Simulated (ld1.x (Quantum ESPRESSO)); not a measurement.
## Ranking RRKJ potentials for technetium (Tc)

All share these settings but for the change named:

- Element: technetium (Tc)
- Generator: ld1.x (Quantum ESPRESSO) 7.5
- Type: norm-conserving RRKJ (Kleinman–Bylander form)
- Functional: LDA (PZ)
- Relativity: scalar-relativistic
- Frozen core: [Ar] 3d10
- Valence charge: 15
- Reference configuration: 4s2 4p6 4d5 5s1 5p1
- Partial waves: 4s (bound): rc 1.50 bohr; 4p (bound): rc 1.20 bohr; 4d (bound): rc 1.55 bohr
- Local potential: the d channel
- Core correction: none

Occupied shells without a wave of their own: 5p, 5s. They enter only through the test configuration that unscreens the potential.

Cutoff: the first of the cutoffs (Ry, on a coarse ladder) from which the occupation-weighted sum of valence levels, in a spherical-Bessel basis at the reference potential, stays within 10 and 1 mRy of its value at 400 Ry; the density cutoff is not measured.

The base gives 100 Ry.

Of 10 variants that were run, those that failed, showed a ghost or another fault, or gave nearly equal values are left out.

A variant can come out equal or close to the base.

Question: Rank these variants from softest to hardest (loose cutoff).
A. wave 4s (bound): rc 1.50 bohr becomes 4s (bound): rc 1.58 bohr
B. wave 4p (bound): rc 1.20 bohr becomes 4p (bound): rc 1.36 bohr
C. wave 4p (bound): rc 1.20 bohr becomes 4p (bound): rc 0.80 bohr

Answer: B (80 Ry), A (100 Ry), C (260 Ry).
